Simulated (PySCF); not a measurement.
Species: C3H9BN2.
Structure used (GFN2-xTB), in Å, numbered top down from 1:
```xyz
15
C3H9BN2 angstrom
C      1.918   -0.597    0.711
N      1.676    0.381    0.144
B      0.740    1.115   -0.834
N     -0.514    0.316   -0.698
C     -0.459   -1.067   -1.039
C     -1.365    0.562    0.438
H      2.184   -1.456    1.261
H      0.641    2.233   -0.463
H      1.274    0.978   -1.887
H     -1.461   -1.500   -1.072
H      0.018   -1.189   -2.010
H      0.134   -1.652   -0.293
H     -1.003    0.059    1.351
H     -2.376    0.196    0.235
H     -1.412    1.631    0.629
```

The closed-shell ground state was solved at several levels (PySCF, density fitting, gas phase, non-relativistic).

```tsv
level	basis functions	total energy (Eh)	HOMO (eV)	LUMO (eV)	gap (eV)	dipole (D)
wB97X-D/def2-SVPD	192	-253.7802	-7.68	0.56	8.24	5.04
PBE0/pcSseg-1	147	-253.7001	-5.90	-1.05	4.85	4.88
```

(1) What might B3LYP/pcJ-1 (252 basis functions) give for the same quantities?

(2) Over all these levels, which gives the widest orbital gap and which the narrowest?

(3) How far do the dipole and the HOMO energy spread over the levels?

Answers

(1) Total energy -254.0683 Eh, HOMO -5.70 eV, LUMO -1.29 eV, gap 4.41 eV, dipole 4.81 D.

(2) wB97X-D/def2-SVPD (range-separated hybrid) has the widest, 8.24 eV, and B3LYP/pcJ-1 (global hybrid, 20 % exact exchange) the narrowest, 4.41 eV. Functional and basis both differ between the two, so the spread mixes both effects.

(3) The dipole runs from 4.81 to 5.04 D (mean 4.91 D) and the HOMO from -7.68 to -5.70 eV.

One conformer stands for the species.

Note: wB97X-D ran without an empirical dispersion term, which enters the total energy and its gradient alone.
